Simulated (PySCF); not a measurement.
# Relaxation of doublet SbSe2

Method: PySCF, UPBE0, basis Sb def2-SVP with ECP28, Se def2-SVP (scalar-relativistic core potentials, no spin–orbit coupling, density fitting). A (50,194) grid was used.

A start at the B3LYP minimum, of C2v symmetry, held to at least that symmetry:

Coordinates in bohr (charge 0 multiplicity 2):
```
Sb    0.0000    0.0000   -1.2389
Se    4.0091    0.0000    0.9372
Se   -4.0091    0.0000    0.9372
```

Optimiser trace:
```tsv
step	E − E(last) (kJ/mol)	largest gradient (Eh/bohr)
0	1.49	0.00877
1	0.05	0.00169
2	0.00	0.00015
3	0.00	0.00004
```

It ends at C2v with Sb–Se 2.383 Å (×2); Se–Sb–Se 123.8° (after a last refinement on a finer grid). A frequency run shows a minimum.

Final geometry:
```xyz
3
charge 0 multiplicity 2, angstrom
Sb    0.0000    0.0000   -0.6385
Se    2.1023    0.0000    0.4831
Se   -2.1023    0.0000    0.4831
```

No spin–orbit coupling is included, which matters more the heavier the element.

The relaxation took 42 s on 4 threads of a shared AMD EPYC (Zen 3) host, with 90 basis functions and 4 gradients; the process peaked at 0.55 GiB. Launch command: `OMP_NUM_THREADS=4 python axn.py task.json out`.
